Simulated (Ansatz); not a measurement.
Conformers of CH5BFN (SMILES CNBF), B3LYP-D3(BJ)/def2-TZVP minima from an xTB search, which can miss the lowest.
Conformer 1 (charge 0, multiplicity 1, Z-matrix in Å and degrees):
```
N
H 1 1.0071
B 1 1.3903 2 118.14
F 3 1.3459 1 119.77 2 179.99
C 1 1.4549 2 115.06 3 179.99
H 5 1.0877 1 109.14 2 179.97
H 5 1.0927 6 108.30 1 121.35
H 5 1.0927 6 108.29 7 117.30
H 3 1.1921 4 118.79 1 -180.00
```
Conformer 2 (charge 0, multiplicity 1, Z-matrix in Å and degrees):
```
N
H 1 1.0099
B 1 1.3894 2 118.71
F 3 1.3458 1 119.21 2 0.00
C 1 1.4519 2 115.04 3 180.00
H 5 1.0889 1 109.12 2 -179.98
H 5 1.0930 6 108.13 1 -121.48
H 5 1.0930 6 108.13 7 -117.04
H 3 1.1926 4 118.92 1 180.00
```

Correlated levels freeze the cores. MP2 and its Hartree–Fock in cc-pVQZ are density fitted.

Codes used: Ansatz (Gaussian basis) for Hartree–Fock, density functionals and correlated methods. Values without a source in brackets are computed.

The energy of conformer 2 above conformer 1 is E(conformer 2) − E(conformer 1). Total energies (hartree):

```csv
level,conformer 2,conformer 1
HF/cc-pVTZ,-219.5344856,-219.5347196
MP2/cc-pVTZ,-220.2743368,-220.2747719
HF/cc-pVQZ,-219.5510708,-219.5513520
MP2/cc-pVQZ,-220.3465366,-220.3471225
CCSD(T)/cc-pVTZ,-220.3280048,-220.3284270
```

Task: Work out the energy of conformer 2 above conformer 1 at the basis-set limit: extrapolate the MP2 correlation part as X⁻³, take Hartree–Fock from the larger set, and add the CCSD(T) − MP2 difference of cc-pVTZ.

Result: 
1. Differences (1 hartree = 627.509 kcal/mol): HF/cc-pVTZ 0.147; MP2/cc-pVTZ 0.273; HF/cc-pVQZ 0.176; MP2/cc-pVQZ 0.368; CCSD(T)/cc-pVTZ 0.265.
2. Correlation parts, MP2 less HF: 0.126 in cc-pVTZ (X = 3), 0.191 in cc-pVQZ (X = 4).
3. Limit (4³·(0.191) − 3³·(0.126))/(4³ − 3³) = 0.239; with HF/cc-pVQZ it gives 0.415.
4. CCSD(T) less MP2 in cc-pVTZ: -0.008.
Result: 0.41 kcal/mol, against 0.27 at MP2/cc-pVTZ. It is an estimate of this method's limit, not of the exact value.

Ansatz is a first-principles code.
